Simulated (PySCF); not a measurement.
ketene (C$_{2}$H$_{2}$O), singlet, at a GFN2-xTB geometry, atoms displaced at random by about 0.08 Å a coordinate; PBE/6-31G, gradient run with PySCF.

PySCF was given this input:
```python
from pyscf import gto, scf, dft

mol = gto.M(
    atom='''
C     0.11146138   -0.02139379   -1.38082066
C    -0.08358127    0.04865077    0.08445774
H     0.01491000    0.87875650   -1.74467821
H     0.01631185   -0.89972870   -1.90131923
O    -0.03039843    0.00356313    1.28956211
''',
    basis='6-31g',
    verbose=4,
)

mf = dft.RKS(mol)
mf.xc = 'pbe'
mf.conv_tol = 1e-4
mf.kernel()
g = mf.nuc_grad_method()
grad = g.kernel()
```

What does PySCF print? Leave out banner, timings and long lists.


```
PySCF version 2.14.0

[INPUT] verbose = 4
[INPUT] num. atoms = 5
[INPUT] num. electrons = 22
[INPUT] charge = 0
[INPUT] spin (= nelec alpha-beta = 2S) = 0
[INPUT] symmetry False subgroup None
[INPUT] Mole.unit = angstrom
[INPUT] Symbol           X                Y                Z      unit          X                Y                Z       unit  Magmom
[INPUT]  1 C      0.111461380000  -0.021393790000  -1.380820660000 AA    0.210631481666  -0.040428403866  -2.609372874541 Bohr   0.0
[INPUT]  2 C     -0.083581270000   0.048650770000   0.084457740000 AA   -0.157945709443   0.091936631049   0.159601997700 Bohr   0.0
[INPUT]  3 H      0.014910000000   0.878756500000  -1.744678210000 AA    0.028175816517   1.660609115181  -3.296963992396 Bohr   0.0
[INPUT]  4 H      0.016311850000  -0.899728700000  -1.901319230000 AA    0.030824929085  -1.700240829411  -3.592972620069 Bohr   0.0
[INPUT]  5 O     -0.030398430000   0.003563130000   1.289562110000 AA   -0.057444707317   0.006733339846   2.436919208516 Bohr   0.0

nuclear repulsion = 55.6973665569356
number of shells = 19
number of NR pGTOs = 74
number of NR cGTOs = 31
basis = 6-31g
ecp = {}

******** <class 'pyscf.dft.rks.RKS'> ********
method = RKS
initial guess = minao
damping factor = 0
level_shift factor = 0
DIIS = <class 'pyscf.scf.diis.CDIIS'>
diis_start_cycle = 1
diis_space = 8
diis_damp = 0
SCF conv_tol = 0.0001
SCF conv_tol_grad = None
SCF max_cycles = 50
direct_scf = True
direct_scf_tol = 1e-13
XC library pyscf.dft.libxc version 7.1.2
    S. Lehtola, C. Steigemann, M. J. T. Oliveira, and M. A. L. Marques,  SoftwareX 7, 1–5 (2018)
XC functionals = pbe
    J. P. Perdew, K. Burke, and M. Ernzerhof,  Phys. Rev. Lett. 77, 3865 (1996)
    J. P. Perdew, K. Burke, and M. Ernzerhof,  Phys. Rev. Lett. 78, 1396 (1997)
    J. P. Perdew, K. Burke, and M. Ernzerhof,  Phys. Rev. Lett. 77, 3865 (1996)
    J. P. Perdew, K. Burke, and M. Ernzerhof,  Phys. Rev. Lett. 78, 1396 (1997)
radial grids:
    Treutler-Ahlrichs [JCP 102, 346 (1995); DOI:10.1063/1.469408] (M4) radial grids

becke partition: Becke, JCP 88, 2547 (1988); DOI:10.1063/1.454033
pruning grids: <function nwchem_prune>
grids dens level: 3
symmetrized grids: False
atomic radii adjust function: <function treutler_atomic_radii_adjust>
small_rho_cutoff = 0
Set gradient conv threshold to 0.01
Initial guess from minao.
tot grids = 61936
init E= -152.572232428855
  HOMO = -0.258435193098584  LUMO = -0.103493008335661  gap/eV = 4.21619
cycle= 1 E= -152.184308262544  delta_E= 0.388  |g|= 0.822  |ddm|= 2.31
  HOMO = -0.119690645665208  LUMO = -0.0661965267801012  gap/eV = 1.45565
cycle= 2 E= -151.188390746697  delta_E= 0.996  |g|= 2.26  |ddm|= 1.99
  HOMO = -0.1683017503938  LUMO = -0.0839751806719027  gap/eV = 2.29464
cycle= 3 E= -152.280025521276  delta_E= -1.09  |g|= 0.451  |ddm|= 1.54
  HOMO = -0.194349190583262  LUMO = -0.0713852183182904  gap/eV = 3.34602
cycle= 4 E= -152.323813397544  delta_E= -0.0438  |g|= 0.235  |ddm|= 0.61
  HOMO = -0.202480814796848  LUMO = -0.0984416212137387  gap/eV = 2.83105
cycle= 5 E= -152.339371260105  delta_E= -0.0156  |g|= 0.0296  |ddm|= 0.237
  HOMO = -0.197712868077734  LUMO = -0.09276689437665  gap/eV = 2.85573
cycle= 6 E= -152.339612259167  delta_E= -0.000241  |g|= 0.00737  |ddm|= 0.0373
  HOMO = -0.197620470507248  LUMO = -0.093146468678341  gap/eV = 2.84288
cycle= 7 E= -152.339629012564  delta_E= -1.68e-05  |g|= 0.00107  |ddm|= 0.00946
  HOMO = -0.197709343266601  LUMO = -0.0928721295183743  gap/eV = 2.85277
Extra cycle  E= -152.339624076123  delta_E= 4.94e-06  |g|= 0.00426  |ddm|= 0.00542
converged SCF energy = -152.339624076123

******** <class 'pyscf.grad.rks.Gradients'> for <class 'pyscf.dft.rks.RKS'> ********
unit = Eh/Bohr
grid_response = False
--------------- RKS gradients ---------------
         x                y                z
0 C     0.0060628392     0.0321359320    -0.1785443900
1 C    -0.0231020138     0.0276829060     0.0884599496
2 H     0.0073663779    -0.0989508919     0.0538886346
3 H     0.0050004129     0.0455276051     0.0220182201
4 O     0.0046593774    -0.0063883112     0.0141814053
----------------------------------------------
```
